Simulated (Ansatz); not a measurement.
Isomers of CH$_{4}$OSiTe, relaxed with PBE0-D4/def2-TZVP in Ansatz; electronic energies, one conformer each and not always the lowest. Functionals use def2-TZVPP; CBS adds triple-zeta CCSD(T) − MP2 to the MP2 limit of def2-TZVPP and def2-QZVPP.

Elements past krypton have def2 core potentials. Outer-core shells of Te are correlated without core-valence functions. Spin–orbit coupling is left out.

Q: Order them by energy at frozen-core CCSD(T)/CBS, lowest first. (Estimate.)
A. `O[SiH]1C[Te]1`
B. `[TeH][SiH]1CO1`
C. `O=C[Te][SiH3]`
D. `[TeH]C1O[SiH2]1`

A: A (0.0 kJ/mol), B (153.5 kJ/mol), C (173.7 kJ/mol), D (247.9 kJ/mol).

Q: How do MP2/CBS(def2), PBE-D4, ωB97M-V, B2PLYP place them (kJ/mol, against `O[SiH]1C[Te]1`)? (Best estimate.)

A: Computed: 
| isomer | MP2/CBS(def2) | PBE-D4 | ωB97M-V | B2PLYP |
| --- | --- | --- | --- | --- |
| `O=C[Te][SiH3]` | 194.2 | 139.2 | 167.8 | 156.3 |
| `[TeH]C1O[SiH2]1` | 264.1 | 232.4 | 239.9 | 242.7 |
| `[TeH][SiH]1CO1` | 168.3 | 135.9 | 143.3 | 147.6 |
